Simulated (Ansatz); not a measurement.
Mulliken charges of C2H6BN, SMILES `BC(C)=N` from B3LYP/def2-TZVPP in Ansatz (PBE0-D4/def2-TZVP geometry).

```tsv
atom	x (Å)	y (Å)	z (Å)	charge (e)
B1	-0.859	1.004	-0.546	-0.146
C2	0.224	-0.053	-0.205	0.085
C3	0.198	-0.973	0.968	-0.205
N4	1.288	0.032	-0.913	-0.235
H5	-1.284	1.078	-1.661	0.053
H6	-1.172	1.822	0.270	0.036
H7	-0.619	-1.694	0.865	0.088
H8	1.143	-1.510	1.052	0.093
H9	0.007	-0.412	1.888	0.093
H10	1.158	0.656	-1.716	0.138
```

**Question.** By hand: the dipole of these point charges (1 e Å = 4.8032 D).

**Answer.** Σ q r = (-0.097, -0.074, 0.113) e Å, of length 0.166 e Å = 0.80 D.

**Question.** How does the dipole of the full density compare? (Best estimate.)

**Answer.** Computed: (-0.307, 0.017, 0.091) e Å, 1.54 D; the point charges give 0.52 times that, at 43° from its direction.

Point charges leave out the atoms' own dipoles, such as those of lone pairs, and Mulliken's split depends on the basis, so the two needn't agree.

B3LYP here is the variant with VWN-RPA as its local correlation; programs differ in this.
